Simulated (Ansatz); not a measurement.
System: GaH2 (charge 0, doublet). 
Geometry from a B3LYP-D3(BJ)/def2-TZVP (Ansatz, a first-principles code) optimisation:
SMILES: [GaH2]
```xyz
3

Ga     0.0391     0.0090     0.0274
H     -0.3410    -1.4985    -0.3550
H     -0.8706     1.2189    -0.4942
```
Charge 0, spin multiplicity 2.

Wanted: vertical electron affinity (to the singlet state of charge -1; a negative value means that the extra electron is unbound and the number depends on the basis; each state is the SCF solution reached for its spin; for the singlet the Hartree-Fock reference is unstable and T1 is 0.018), in eV. Valence correlation only, unless marked. Open shells are spin-unrestricted. Spin-orbit coupling is left out. Frozen are the shells of the preceding noble gas and the d and f shells that filled before the atom's block. No relativistic terms. Anions need diffuse functions: aug- sets have them; def2-D sets add few. CBS(X,Y): correlation extrapolated as X^-3; Hartree-Fock from the larger set.

| level | program | vertical electron affinity (eV) |
|---|---|---|
| HF/aug-cc-pVDZ | Ansatz | -0.25 |
| HF/aug-cc-pVTZ | Ansatz | -0.24 |
| PBE/def2-TZVPD | Ansatz | 0.61 |
| BHLYP/def2-TZVPD | Ansatz | 0.50 |
| B2PLYP/def2-TZVPD | Ansatz | 0.53 |
| MP2/aug-cc-pVDZ | Ansatz | 0.43 |
| MP2/aug-cc-pVTZ | Ansatz | 0.52 |

Estimate the value at CCSD(T)/CBS(aug-cc-pVTZ,aug-cc-pVQZ) as computed with Ansatz.

0.74 eV, so MP2/aug-cc-pVTZ differs from it by -0.22 eV.
